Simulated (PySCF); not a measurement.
ethylidifluoroborane, C2H5BF2, SMILES CCB(F)F, point group Cs.

Level: PBE0/pcSseg-1 in PySCF (density fitting, grid level 2); geometry and Hessian at that level, cubic constants and property derivatives from steps of ±0.6 along each species' dimensionless normal coordinates, second-order vibrational perturbation theory. The parent has the commonest isotopes.

Equilibrium geometry (Å):

```csv
atom,x,y,z
C1,-1.1547,0.3793,0.0961
C2,0.0377,-0.4495,-0.3658
B3,1.4269,-0.0348,0.2013
F4,2.5285,-0.6821,-0.1390
F5,1.5829,0.9690,1.0460
H6,-2.0897,0.0168,-0.3444
H7,-1.0446,1.4326,-0.1841
H8,-1.2686,0.3468,1.1852
H9,0.1206,-0.4457,-1.4635
H10,-0.1036,-1.5138,-0.1219
```

Give the equilibrium and ground-state rotational constants (MHz) of parent; ²H at 7.


```tsv
species	Ae	Be	Ce	A0	B0	C0	Δ0 (u Å²)	harmonic ZPE (cm⁻¹)
parent	8912.6	3451.7	2565.7	8858.3	3431	2551.9	-6.313	16502
²H at 7	8723.2	3324.4	2498.2	8668.4	3304.3	2485.2	-7.897	15803
```

Δ0 = Ic − Ia − Ib from the ground-state constants.

How is the parent's vibrational correction B0 − Be made up?


```csv
axis,harmonic,Coriolis,cubic,total (MHz)
a,17,-52.4,-18.8,-54.2
b,4.99,-6.21,-19.5,-20.8
c,1.38,-1.66,-13.5,-13.8
```

And its quartic centrifugal distortion constants from the harmonic force field?

Asymmetric top, A reduction, Ir representation: ΔJ = 0.788 kHz, ΔJK = 5.11 kHz, ΔK = 2.39 kHz, δJ = 0.197 kHz, δK = 1.49 kHz.

Which nuclear quadrupole couplings χaa, χbb, χcc (MHz) does the parent show, at equilibrium and averaged?

11B at 3: -2.5, -1.1, 3.7 and -2.5, -1.1, 3.6.

A mode lies under 250 cm⁻¹, where this perturbation treatment is rough. Internal rotors are held in one well.
